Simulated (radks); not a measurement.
The numbers below are computed, except where a source is named.
All-electron atom: Xe in [Xe]. Level of theory: scalar-relativistic Kohn-Sham, PBE, spin-polarised, spherical densities, finite nucleus; Fermi nuclear charge, rms radius 4.7859 fm; hard spherical wall at 8 bohr (a radial shooting solver on a logarithmic mesh with Libxc functionals). Some entries of the table are withheld. Estimate them.

| orbital | occ. | eigenvalue (eV) | <1/r> (bohr^-1) | <r> (bohr) |
|---|---|---|---|---|
| 1s | 2 | -34370.36 | 58.10 | 0.02666 |
| 2s | 2 | -5349.117 | 13.33 | 0.1146 |
| 2p | 6 | (1) | 12.73 | 0.1003 |
| 3s | 2 | -1094.071 | 4.792 | 0.3064 |
| 3p | 6 | -916.6624 | 4.552 | 0.3044 |
| 3d | 10 | -653.5533 | 4.311 | 0.2809 |
| 4s | 2 | -197.3889 | 1.951 | 0.7167 |
| 4p | 6 | -141.2156 | 1.790 | 0.7649 |
| 4d | 10 | -59.3313 | 1.512 | 0.8769 |
| 5s | 2 | -19.6952 | 0.7026 | 1.862 |
| 5p | 6 | -8.1918 | 0.5614 | 2.308 |
| 6s | 0 | 0.8801 | 0.2658 | 4.606 |
| 5d | 0 | 2.6711 | 0.2934 | 4.089 |
| 4f | 0 | 7.4400 | (2) | 4.929 |

Answer. 
(1) 2p eigenvalue (eV): -4799.877
(2) 4f <1/r> (bohr^-1): 0.2276
